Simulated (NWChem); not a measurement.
System: CH5ClInN; SMILES [CH3][In]([NH2])[Cl]

```xyz
9

In    -0.0256    -0.2899    -0.0149
Cl     0.1963     2.0719     0.0114
C      1.7561    -1.4726     0.0380
H      2.3843    -1.2105    -0.8244
H      1.5172    -2.5439     0.0100
H      2.3063    -1.2416     0.9609
N     -1.9788    -0.7767     0.0756
H     -2.3059    -1.6880    -0.2276
H     -2.6672    -0.0625    -0.1401
```
Atoms are numbered in this order, from 1.

All runs: NWChem. Geometry: optimised at PBE0/def2-SVP. No frequency run checked for a minimum. def2 effective core potentials on In; no spin-orbit coupling. Ions are spin-unrestricted doublets at the neutral geometry; other ion states weren't tried.

What does the run give for PBE/def2-SVP? Quantities: vertical ionisation energy, ΔSCF (eV); −ε(HOMO) (eV).


```
Item                                   Value
-------------------------------------  -----
vertical ionisation energy, ΔSCF (eV)   8.88
−ε(HOMO) (eV)                           5.67
```
